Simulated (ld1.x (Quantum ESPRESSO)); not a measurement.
## What the settings do to the RRKJ potential of K (Z = 19)

Base potential:

potassium (K), norm-conserving RRKJ (Kleinman–Bylander form), made with ld1.x (Quantum ESPRESSO) 7.5 (PBE, fully relativistic). Core [Ne], reference 3s2 3p6 3d0 4s0.5 4p0 (charge +0.5). Waves: 3s (bound): rc 1.95 bohr; 3p (bound): rc 1.85 bohr; 3d (bound, empty): rc 4.20 bohr. Local part: all-electron potential smoothed inside 1.45 bohr (lloc = -1). Core correction: a·sin(br)/r model core, default radius (core density twice the valence density).

Open shells are filled in proportion to 2j + 1 (rel_dist='average').

Occupied shells without a wave of their own: 4s. They enter only through the test configuration that unscreens the potential, and ld1.x also counts them in the model core charge.

Cutoffs, loose and tight: the cutoffs (Ry, on a coarse ladder) from which the occupation-weighted sum of valence levels, in a spherical-Bessel basis at the reference potential, stays within 10 and 1 mRy of its value at 400 Ry. They do not see the model core or the augmentation charge, which bear on the density cutoff. Test errors are all-electron minus pseudo excitation energies from the reference, over the configurations 3s2 3p6 3d0 4s1 4p0; 3s2 3p6 3d0 4s0 4p0; 3s2 3p6 3d0 4s0 4p1; 3s2 3p5 3d0 4s1 4p0; 3s2 3p6 3d1 4s0 4p0; 3s1 3p6 3d0 4s1 4p0; 3s2 3p6 3d0.5 4s0.5 4p0. A dash means not determined; rows that change the core or the reference have their own tests.

With those shells counted twice in exchange and correlation these files are broken, and their errors move erratically; no question is asked of them.

Cutoffs are not given where the Bessel-basis levels miss the radial ones by over 6 mRy, ghosts where they miss by over 20 mRy; a channel whose overlap is not positive is not tested.

| change | outcome | cutoff, loose | cutoff, tight | bound ghosts | largest test error (meV) |
| --- | --- | --- | --- | --- | --- |
| base | generated | – | – | none | +160 |
| all radii but the core radius scaled by about 0.78 (s 1.52, p 1.44, d 3.28 bohr); local potential all-electron potential smoothed inside 1.12 bohr (lloc = -1) | generated | – | – | not determined | -74 |
| all radii but the core radius scaled by about 0.90 (s 1.74, p 1.66, d 3.76 bohr); local potential all-electron potential smoothed inside 1.30 bohr (lloc = -1) | generated | – | – | none | +116 |
| all radii but the core radius scaled by about 1.06 (s 2.08, p 1.96, d 4.46 bohr); local potential all-electron potential smoothed inside 1.54 bohr (lloc = -1) | generated | 25 Ry | 30 Ry | none | +210 |
| all radii but the core radius scaled by about 1.19 (s 2.32, p 2.20, d 5.02 bohr); local potential all-electron potential smoothed inside 1.74 bohr (lloc = -1) | generated | 25 Ry | 30 Ry | none | +237 |
| all radii but the core radius scaled by about 1.30 (s 2.54, p 2.40, d 5.46 bohr); local potential all-electron potential smoothed inside 1.88 bohr (lloc = -1) | generated | 21 Ry | 25 Ry | none | +245 |
| all radii but the core radius scaled by about 1.36 (s 2.66, p 2.52, d 5.72 bohr); local potential all-electron potential smoothed inside 1.98 bohr (lloc = -1) | generated | 21 Ry | 25 Ry | none | +200 |

Reading the sweep of the scale of all radii but the core radius (base = 1) (base included, trends over the rows without a ghost): The loose cutoff stays near 21 Ry. The median size of the test errors (rows with all tests solved) is not monotonic: lowest 73.3 meV at 0.9, highest 102.1 meV at 1.06.
